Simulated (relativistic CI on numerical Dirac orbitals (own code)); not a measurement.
Re³⁺ (5d4) in a crystal field

Calculated by Dirac-Coulomb-Breit CI, separate exchange-only KLI orbitals for each configuration, a model potential for QED, valence Slater integrals scaled by 0.7, one configuration in a parametric crystal field (own radial code).

Field parameters in Wybourne normalisation: D3d B²₀ = −7Dσ, B⁴₀ = −14Dq − 21Dτ, B⁴₃ = −14√(10/7) Dq. The field is a parameter set, without covalency.

S is read from ⟨S²⟩ = S(S + 1).

Levels (cm⁻¹, degeneracy): 0 (1), 2505 (1), 3102 (2), 5132 (2), 5451 (1), 5602 (2), 11847 (1), 12430 (2), 13243 (2), 22051 (1), 22451 (1), 22519 (2).

(1) Which field gives this pattern?
A. D3d, 10Dq = 31550, Dσ = -590, Dτ = 40 cm⁻¹
B. D3d, 10Dq = 16850, Dσ = -950, Dτ = 470 cm⁻¹
C. D3d, 10Dq = 32500, Dσ = 170, Dτ = 70 cm⁻¹

Answers

(1) A. D3d, 10Dq = 31550, Dσ = -590, Dτ = 40 cm⁻¹, ground level with S = 1.01.
